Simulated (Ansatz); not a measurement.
Isolated molecules relaxed with PBE0-D4/def2-TZVP in Ansatz; ΔE leaves out vibrations. CBS: MP2 limit from def2 TZ/QZ plus the TZ coupled-cluster correction, frozen cores. Functionals use def2-TZVPP. B3LYP here is the variant with VWN-RPA as its local correlation; programs differ in this. Each species was taken in one conformer, which may not be the lowest.

Consider the redistribution: `[CH3][Al]([F])[BH]O` + `C[Si](O)(F)F` → `C[BH][Al]([CH3])[F]` + `O[Si](O)(F)F`.

```json
{"level": "PBE-D4", "ΔE (kcal/mol)": "11.2", "difference from CCSD(T)/CBS": "2.9"}
{"level": "revPBE-D4", "ΔE (kcal/mol)": "10.9", "difference from CCSD(T)/CBS": "2.6"}
{"level": "B97M-V", "ΔE (kcal/mol)": "7.5", "difference from CCSD(T)/CBS": "-0.8"}
{"level": "r2SCANh-D4", "ΔE (kcal/mol)": "8.1", "difference from CCSD(T)/CBS": "-0.2"}
{"level": "ωB97X-V", "ΔE (kcal/mol)": "9.3", "difference from CCSD(T)/CBS": "1.0"}
{"level": "B2PLYP", "ΔE (kcal/mol)": "9.2", "difference from CCSD(T)/CBS": "0.9"}
{"level": "r2SCAN", "ΔE (kcal/mol)": "8.4", "difference from CCSD(T)/CBS": "0.1"}
{"level": "B3LYP", "ΔE (kcal/mol)": "9.6", "difference from CCSD(T)/CBS": "1.3"}
{"level": "r2SCANh", "ΔE (kcal/mol)": "8.1", "difference from CCSD(T)/CBS": "-0.2"}
{"level": "CAM-B3LYP", "ΔE (kcal/mol)": "9.5", "difference from CCSD(T)/CBS": "1.2"}
{"level": "LC-ωPBE", "ΔE (kcal/mol)": "9.6", "difference from CCSD(T)/CBS": "1.3"}
{"level": "RPA@PBE/def2-TZVPP", "ΔE (kcal/mol)": "9.9", "difference from CCSD(T)/CBS": "1.6"}
{"level": "CCSD/def2-SVP", "ΔE (kcal/mol)": "13.9", "difference from CCSD(T)/CBS": "5.6"}
{"level": "CCSD(T)/def2-SVP", "ΔE (kcal/mol)": "14.6", "difference from CCSD(T)/CBS": "6.3"}
{"level": "MP2/def2-TZVPP", "ΔE (kcal/mol)": "8.7", "difference from CCSD(T)/CBS": "0.4"}
{"level": "MP2/def2-QZVPP", "ΔE (kcal/mol)": "8.3", "difference from CCSD(T)/CBS": "0.0"}
{"level": "CCSD(T)/CBS", "ΔE (kcal/mol)": "8.3", "difference from CCSD(T)/CBS": "0"}
```

Largest T1 diagnostic among the species: 0.013.

In def2-TZVPP, CCSD(T) changes the Hartree–Fock value by +3.2 kcal/mol (the triples alone add +0.7 kcal/mol) and MP2 by +3.1 kcal/mol. From r2SCAN to r2SCAN0 (25 % exact exchange), in def2-TZVPP and without D4, ΔE moves by −0.7 kcal/mol.
